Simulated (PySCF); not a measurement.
From one molecule to another.

First species: C6H9O (charge +1).
InChI=1S/C6H9O/c1-7-6-4-2-3-5-6/h2,4H,3,5H2,1H3/q+1

Second species: C5H3F.
InChI=1S/C5H3F/c1-2-4-3-5(4)6/h1,3,5H/t5-/m0/s1

Levels: PBE0/def2-SVPD for HOMO energy, LUMO energy, HOMO–LUMO gap, static isotropic polarisability and electronic spatial extent ⟨r²⟩ about the centre of nuclear charge; TDDFT PBE0/def2-SVPD for lowest singlet excitation; TDA PBE0/def2-SVPD for lowest triplet excitation (Tamm–Dancoff); GFN2-xTB for rotational constant A and rotational constant C. Geometries: GFN2-xTB. All species are isolated and taken at one optimised geometry, non-relativistic unless stated. Electronic properties by PySCF.

The conformers computed, where there is a choice (atom-mapped SMILES and torsion angles):
- `[CH3:1][O:2][C:3]1=[CH:4][CH+:5][CH2:6][CH2:7]1`: C1–O2–C3–C4 0°

```json
{"property": "HOMO energy", "column X": "-13.45 eV", "column Y": "-7.82 eV"}
{"property": "LUMO energy", "column X": "-7.52 eV", "column Y": "-1.61 eV"}
{"property": "HOMO–LUMO gap", "column X": "5.93 eV", "column Y": "6.21 eV"}
{"property": "lowest singlet excitation", "column X": "5.41 eV", "column Y": "4.63 eV"}
{"property": "lowest triplet excitation (Tamm–Dancoff)", "column X": "3.44 eV", "column Y": "3.50 eV"}
{"property": "static isotropic polarisability", "column X": "69.0 au", "column Y": "58.8 au"}
{"property": "electronic spatial extent ⟨r²⟩ about the centre of nuclear charge", "column X": "780 bohr²", "column Y": "589 bohr²"}
{"property": "rotational constant A", "column X": "6.685 GHz", "column Y": "9.624 GHz"}
{"property": "rotational constant C", "column X": "1.543 GHz", "column Y": "1.927 GHz"}
```

Which column belongs to which species?

Column X is the first species and column Y the second. The first has 16 atoms and 52 electrons, the second 9 and 42; their charges are +1 and 0, their HOMO energies -13.45 eV and -7.82 eV.

How does each property change from the first species to the second?

HOMO energy +5.63 eV; LUMO energy +5.91 eV; HOMO–LUMO gap +0.28 eV; lowest singlet excitation -0.78 eV; lowest triplet excitation (Tamm–Dancoff) +0.06 eV; static isotropic polarisability -10.2 au; electronic spatial extent ⟨r²⟩ about the centre of nuclear charge -191 bohr²; rotational constant A +2.939 GHz; rotational constant C +0.384 GHz.

On the first: No computed singlet falls in the visible range (750 to 380 nm, 1.65 to 3.26 eV); S1 lies 2.15 eV above its blue end. S1 lies 0.52 eV below the HOMO–LUMO gap; its leading configuration is HOMO→LUMO, weight 0.97.

On the second: No computed singlet falls in the visible range (750 to 380 nm, 1.65 to 3.26 eV); S1 lies 1.37 eV above its blue end. In wavenumbers S1 is 37400 cm⁻¹ (1 eV = 8065.54 cm⁻¹).
